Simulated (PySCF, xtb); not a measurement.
Ligand exchange on a metal centre used in film growth or etching (W F-NH2). Isolated molecules, 0 K electronic values unless said otherwise. One relaxed conformer stands for each flexible species; it need not be the lowest.

Quantity: redistribution energy (mixed species minus the weighted end members), in kcal/mol.

Level 1: B3LYP/6-31G* (LANL2DZ on W) // BP86-D3(BJ)/def2-SVP (PySCF)
Level 2: B3LYP/LANL2DZ // BP86-D3(BJ)/def2-SVP (PySCF)
Level 3: PBE/6-31G* (LANL2DZ on W) // BP86-D3(BJ)/def2-SVP (PySCF)
Level 4: GFN2-xTB (xtb)

```tsv
species	level 1	level 2	level 3	level 4
4 of 6 F replaced by NH2: [W(F)2(NH2)4]	-11.9	-23.1	-10.2	…
1 of 6 F replaced by NH2: [W(F)5(NH2)]	…	-13.3	-4.86	-15.5
2 of 6 F replaced by NH2: [W(F)4(NH2)2]	…	-24.7	-12.0	-13.9
3 of 6 F replaced by NH2: [W(F)3(NH2)3]	-18.2	-30.8	…	-32.5
5 of 6 F replaced by NH2: [W(F)(NH2)5]	-4.23	…	-3.69	-12.7
```

Problem. Fill in the missing entries.

Solution. 
- 4 of 6 F replaced by NH2: [W(F)2(NH2)4], level 4: -23.5
- 1 of 6 F replaced by NH2: [W(F)5(NH2)], level 1: -6.21
- 2 of 6 F replaced by NH2: [W(F)4(NH2)2], level 1: -14.1
- 3 of 6 F replaced by NH2: [W(F)3(NH2)3], level 3: -16.1
- 5 of 6 F replaced by NH2: [W(F)(NH2)5], level 2: -10.9
